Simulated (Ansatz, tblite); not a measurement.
MBr3 with several metals: vertical IE (eV) at several levels, gas phase, relaxed structures; Ansatz, xTB through tblite. Core potentials for La, Y in the def2 sets, no spin–orbit coupling. Raw xTB energies of ions are shifted by several eV. The spins of the ions were chosen, not always searched. A dash marks a value that wasn't run or was left out as unsound. The structures are stationary points that may keep the symmetry of their start. Correlated methods freeze inner cores and use unrestricted references for open shells. Remarks come from the PBE and PBE0 runs and from stability tests at other levels; not every state was tested. HOMO above LUMO (over both spins in singlets and doublets, within one spin in higher multiplets; at PBE or PBE0), or a gap under 0.15 eV within one spin, warns that the state may not be the lowest or that an electron is smeared out.

```tsv
species	state	geometry	GFN1-xTB	PBE-D4/def2-TZVP	r2SCAN-D4/def2-TZVP	PBE0-D4/def2-TZVP	CCSD(T)/def2-SVP	remarks
LaBr3	singlet to doublet	PBE0-D4/def2-SVP	13.72	9.51	9.79	10.06	10.30	gap within one spin near zero at PBE or PBE0 (+1 doublet)
TiBr3	doublet to singlet	PBE-D4/def2-SVP	13.14	8.24	–	9.01	8.53	–
YBr3	singlet to doublet	r2SCAN-D4/def2-SVP	14.33	9.71	10.00	10.24	10.59	–
FeBr3	sextet to septet	r2SCAN-D4/def2-SVP	16.76	9.87	10.12	10.23	–	–
```

Estimate the rows for ScBr3 (singlet to doublet, PBE0-D4/def2-SVP geometry).


```tsv
species	state	geometry	GFN1-xTB	PBE-D4/def2-TZVP	r2SCAN-D4/def2-TZVP	PBE0-D4/def2-TZVP	CCSD(T)/def2-SVP
ScBr3	singlet to doublet	PBE0-D4/def2-SVP	15.19	9.87	10.15	10.36	10.53
```

Over the 3 species that have every level, the mean is 14.41 at GFN1-xTB, 9.69 at PBE-D4/def2-TZVP, 9.98 at r2SCAN-D4/def2-TZVP, 10.22 at PBE0-D4/def2-TZVP, 10.47 at CCSD(T)/def2-SVP.
